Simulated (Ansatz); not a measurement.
Stepwise reaction of `[OH][GeH]([F])[F]` with hydrogen, as a gas-phase model of exchange steps in deposition or etching. ΔE in kJ/mol; ΔG adds harmonic PBE0-D4 terms to CCSD(T)/CBS, at 1 bar.

Calculated with Ansatz (gas phase, PBE0-D4/def2-TZVP geometries, no zero-point term in ΔE). CCSD(T)/CBS is the MP2 limit (def2-TZVPP, def2-QZVPP) plus CCSD(T) − MP2 in def2-TZVPP, frozen cores. This one scheme is used for every species. DFT in def2-TZVPP. B3LYP here is the variant with VWN-RPA as its local correlation; programs differ in this. For Ge outer-core shells are correlated without core-valence functions, which leaves a few kJ/mol of doubt a bond. Scalar relativity is left out up to krypton. One conformer a species, not always the lowest.

| step | reaction | PBE-D4 | B3LYP-D4 | ωB97M-V | CCSD(T)/CBS | ΔG(600 K) |
| --- | --- | --- | --- | --- | --- | --- |
| 1 | `[OH][GeH]([F])[F]` + H₂ → `[OH][GeH2][F]` + H–F | 55.8 | 59.6 | 60.1 | 54.2 | 53.3 |

**Question.** Give the row of step 2, `[OH][GeH2][F]` + H₂ → `[OH][GeH3]` + H–F. (Best estimate.)

**Answer.** The calculation gave: 
| step | reaction | PBE-D4 | B3LYP-D4 | ωB97M-V | CCSD(T)/CBS | ΔG(600 K) |
| --- | --- | --- | --- | --- | --- | --- |
| 2 | `[OH][GeH2][F]` + H₂ → `[OH][GeH3]` + H–F | 57.0 | 61.0 | 60.4 | 54.4 | 50.5 |

**Question.** By hand: ΔE of the 2 steps together at CCSD(T)/CBS.

**Answer.** (54.2) + (54.4) = 108.6 kJ/mol, or 54.3 kJ/mol a step.

In ΔE the steps differ by no more than 0.2 kJ/mol. All are uphill at CCSD(T)/CBS. ΔG lies between 50.5 and 53.3 kJ/mol a step. PBE-D4 differs from CCSD(T)/CBS by 1.6 to 2.6 kJ/mol a step. Isolated molecules leave out the surface, adducts and barriers. Largest T1 diagnostic: 0.012.
